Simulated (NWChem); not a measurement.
## Correlation energy of HIn

```xyz
2

In     0.0000     0.0000     0.0373
H      0.0000     0.0000    -1.8257
```
Charge 0, spin multiplicity 1.

Everything below was run with NWChem. Structure: optimised with PBE0/def2-SVP with def2 effective core potentials on In, a minimum by its harmonic frequencies.

Basis set: def2-TZVP. Each correlation energy counts from its own Hartree-Fock reference.

Effective core potentials replace the inner electrons of In; spin-orbit coupling is left out. The correlated methods keep 4 core orbitals frozen. The structure started from a generated list of species. Coupled-cluster values serve here as a point of comparison, not as the truth.

Problem. For the correlation energy, SCS-MP2 gives -248.5 mHa and CCSD(T) gives -280.8 mHa. What do CCSD, CR-CCSD(T), CR-CCSD[T] give?

Solution. CCSD: -273.8 mHa; CR-CCSD(T): -279.6 mHa; CR-CCSD[T]: -280.3 mHa.
